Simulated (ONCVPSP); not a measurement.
sulfur, ONCV: configuration errors across variants

ONCVPSP 4.0.1 input, shortened (lines: element, Z, core and valence counts, functional; n l f; lmax; l rc ep ncon nbas qcut; lloc lpopt rc5 dvloc0; l nproj debl; icmod fcfact rcfact), LDA (Perdew-Zunger), non-relativistic:

```
  S 16.00    3    2        3      upf
    1    0    2.00
    2    0    2.00
    2    1    6.00
    3    0    1.75
    3    1    4.25
    1
    0    1.20    0.00    4    8    4.70
    1    1.70    0.00    5    8    4.70
    4    4    0.90    0.00
    0    1    0.50
    1    2    3.20
    3    4.25    1.40
```

All-electron excitation energies from the reference (eV): (1) 3s2 3p4 -2.515; (2) 3s2 3p3 9.361; (3) 3s2 3p2 31.746; (4) 3s2 3p3.5 2.200.

Errors AE − PS in meV (a dash: test not solved or not reliable):

| change | (1) | (2) | (3) | (4) | bound ghosts | GHOST(+) flags above zero |
| --- | --- | --- | --- | --- | --- | --- |
| base | 0.0 | +2.9 | +24 | +0.4 | none | s |
| s: qcut 3 | 0.0 | +3.2 | +27 | +0.4 | none | s |
| s: qcut 3.3 | 0.0 | +3.2 | +27 | +0.4 | none | s |
| s: qcut 3.8 | 0.0 | +3.0 | +26 | +0.4 | none | s |
| s: qcut 4.3 | 0.0 | +2.9 | +25 | +0.4 | none | s |
| s: qcut 5.6 | +0.1 | +2.8 | +23 | +0.4 | none | s |
| s: qcut 6.2 | +0.1 | +2.8 | +23 | +0.4 | none | s |
| s: qcut 6.5 | 0.0 | +2.8 | +23 | +0.4 | none | s |
| s: qcut 7.1 | 0.0 | +2.9 | +24 | +0.4 | none | s |

(1) Give the same row for: s: qcut 5.2.

Results:

(1) 0.0, +2.8, +23, +0.4; bound ghosts: none; GHOST(+) flags above zero: s.
